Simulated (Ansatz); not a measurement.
A search over several starts for the lowest SCF solution of PtBr₂ at the given spin, in a small basis.

```yaml
crystal:
  periodic: [false, false, false]
  atoms:
    - {symbol: Pt, position_ang: [-0.009166, 0.856546, 0.076553]}
    - {symbol: Br, position_ang: [-1.788414, -0.384745, -0.740393]}
    - {symbol: Br, position_ang: [1.797580, -0.471801, 0.663850]}
basis:
  gaussian: {orbitals: def2-SVP}
magnetization: {spin_polarized: true, initial_magnetization: 0}
hamiltonian: {xc: pbe0, dispersion: d4}
output: {orbitals: {seedname: orbitals}}
```

```sh
$ ansatz run in.yaml --threads 4 --pin off --events-out ev --progress --plain --max-ram 3916MiB
```

It prints (some lines left out):

```
Functional definition: PBE0
  name "PBE0"
  cite "Adamo & Barone, J. Chem. Phys. 110, 6158 (1999) doi:10.1063/1.478522"
  cite "Perdew, Burke & Ernzerhof, Phys. Rev. Lett. 77, 3865 (1996) doi:10.1103/PhysRevLett.77.3865"
  parent pbe
  parameter a = 0.25
  parameter kappa = 0.804
  parameter beta = 0.06672455060314922
  exchange = (1 - a)*pbe_x(kappa = kappa, mu = beta*pi^2/3) + a*exact_x
  correlation = pbe_c(beta = beta)
932 factors; integrals over basis functions are off by at most 5.3e-4 eV
mean field evaluation 1: about -143306.5201 eV, gradient 1.4e1 eV
mean field evaluation 2: about -143303.7620 eV, gradient 2.8e1 eV
mean field evaluation 4: about -143307.3509 eV, gradient 1.4e0 eV
mean field evaluation 8: about -143307.4158 eV, gradient 4.4e-2 eV
mean field evaluation 16: about -143307.4158 eV, gradient 2.5e-5 eV
mean field evaluation 32: about -143307.4304 eV, gradient 6.5e-6 eV
mean field -143307.43040411 eV, -5266.4509300859 hartree, gradient 6.5e-6 eV, S^2 0.275698; 7 other end points of the search recorded, 0 dependent functions left out
reference -143307.43043015 eV, -5266.4509310429 hartree; 44, 44 occupied and 52, 52 virtual orbitals, 932 factors
Total energy: -143307.52713863 eV, -5266.4544850139 hartree
```

It took 11 s on 4 threads of Arm Neoverse V1 on a shared host.

Other converged states that the search met: 0.01 eV higher (⟨S²⟩ = 0.00).

In the def2 sets Pt takes a core potential; there is no spin–orbit coupling. The unrestricted singlet has broken spin symmetry (⟨S²⟩ up to 0.28). At PBE0-D4/def2-TZVP a triplet of charge 0 lies 0.48 eV below the unrestricted singlet, which stands at the restricted singlet's geometry. The structure comes from a short search, and lower isomers may exist.
